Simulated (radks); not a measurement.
Problem. Species: the carbon ion C+. Configuration: [He] 2s2 3d1 (not the ground configuration). All-electron calculation, scalar-relativistic Kohn-Sham, Wu-Cohen GGA, spin-polarised, spherical densities, finite nucleus; open shells are filled with parallel spins first; Fermi nuclear charge, rms radius 2.4702 fm. Program: a radial shooting solver on a logarithmic mesh with Libxc functionals. Some entries of the table are withheld. Estimate them.

orbital  occ.  eigenvalue (Ry)  <r> (bohr)  r(max) (bohr)
1s down     1              (1)      0.2703         0.1742
1s up       1              (2)      0.2703         0.1742
2s up       1         -2.48372       1.378          1.132
2s down     1         -2.46848       1.369          1.128
2p up       0         -1.85108         (3)          1.031
2p down     0         -1.83627         (4)          1.026
3s up       0              (5)       4.172          3.790
3d up       1         -0.34152       4.714          4.117

Solution. 
(1) 1s down eigenvalue (Ry): -22.14760
(2) 1s up eigenvalue (Ry): -22.14683
(3) 2p up <r> (bohr): 1.347
(4) 2p down <r> (bohr): 1.333
(5) 3s up eigenvalue (Ry): -0.60662
